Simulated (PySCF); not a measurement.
# A survey of 17O NMR shifts

PySCF calculation with PBE0/pcSseg-1 with gauge-including orbitals and coordinates at the GFN2-xTB level; fast rotation and ring inversion assumed for equivalent nuclei, relativity neglected, no solvent, a single conformation.

Shieldings were converted by a linear fit to measured shifts: 17O (scatter 10.7 ppm rms, 12.2 ppm with the 3 outliers that the fit left out vs liquid water, solution or neat liquid). A few per cent of atoms miss by over 2 rms, more outside the fitted compound classes.

Question: Give the 17O shifts of `C#CCCCNC=O`, `C=CCOC(=O)OCC=C`, `CC#CCNC(C)=O`, `CC#CCNC(C)=O`, `CC(C)OC(=O)C(=O)O[SiH3]`, `CC(=O)O[SiH]1OCCCO1`, `CC(=O)O[SiH]1OCCCO1`, `C=CC(C=C)C(N)=O`.

Answer: 
| compound | environment | δ (ppm) |
| --- | --- | --- |
| C#CCCCNC=O | amide-type carbonyl oxygen | 333.4 |
| [CH2:1]=[CH:2][CH2:3][O:4][C:5](=[O:6])[O:7][CH2:8][CH:9]=[CH2:10] | O6: ester carbonyl oxygen | 241.8 |
| [CH2:1]=[CH:2][CH2:3][O:4][C:5](=[O:6])[O:7][CH2:8][CH:9]=[CH2:10] | O4/7: ester alkoxy oxygen (×2) | 114.5 |
| CC#CCNC(C)=O | amide-type carbonyl oxygen | 342.0 |
| CC#CCNC(C)=O | amide-type carbonyl oxygen | 342.1 |
| [CH3:1][CH:2]([CH3:3])[O:4][C:5](=[O:6])[C:7](=[O:8])[O:9][SiH3:10] | O8: carbonyl oxygen | 372.1 |
| [CH3:1][CH:2]([CH3:3])[O:4][C:5](=[O:6])[C:7](=[O:8])[O:9][SiH3:10] | O6: ester carbonyl oxygen | 359.3 |
| [CH3:1][CH:2]([CH3:3])[O:4][C:5](=[O:6])[C:7](=[O:8])[O:9][SiH3:10] | O4: ester alkoxy oxygen | 181.6 |
| [CH3:1][CH:2]([CH3:3])[O:4][C:5](=[O:6])[C:7](=[O:8])[O:9][SiH3:10] | O9: oxygen bonded to C, Si | 126.2 |
| [CH3:1][C:2](=[O:3])[O:4][SiH:5]1[O:6][CH2:7][CH2:8][CH2:9][O:10]1 | O3: carbonyl oxygen | 392.4 |
| [CH3:1][C:2](=[O:3])[O:4][SiH:5]1[O:6][CH2:7][CH2:8][CH2:9][O:10]1 | O4: oxygen bonded to C, Si | 164.2 |
| [CH3:1][C:2](=[O:3])[O:4][SiH:5]1[O:6][CH2:7][CH2:8][CH2:9][O:10]1 | O6/10: oxygen bonded to C, Si, in a 6-membered ring (×2) | 10.4 |
| [CH3:1][C:2](=[O:3])[O:4][SiH:5]1[O:6][CH2:7][CH2:8][CH2:9][O:10]1 | O3: carbonyl oxygen | 392.4 |
| [CH3:1][C:2](=[O:3])[O:4][SiH:5]1[O:6][CH2:7][CH2:8][CH2:9][O:10]1 | O4: oxygen bonded to C, Si | 164.2 |
| [CH3:1][C:2](=[O:3])[O:4][SiH:5]1[O:6][CH2:7][CH2:8][CH2:9][O:10]1 | O6/10: oxygen bonded to C, Si, in a 6-membered ring (×2) | 10.4 |
| C=CC(C=C)C(N)=O | amide-type carbonyl oxygen | 324.8 |

Question: Order these by 17O shift, lowest first.
A. CN(C=O)[C@H]1[C@@H]2C[C@@H]21
B. C=C(C)[C@@H](C#N)OC
C. CC(C)c1cocn1
D. CC(C)OC(C)C

Answer: B (-4.6 ppm, ether oxygen), D (46.7 ppm, ether oxygen), C (251.2 ppm, aromatic ring oxygen), A (342.3 ppm, amide-type carbonyl oxygen).

In solution the two oxygens of a carboxylic acid give one averaged line by proton exchange, and hydrogen bonding shields acid and N–H amide carbonyl oxygens by tens of ppm; neither is in these numbers.
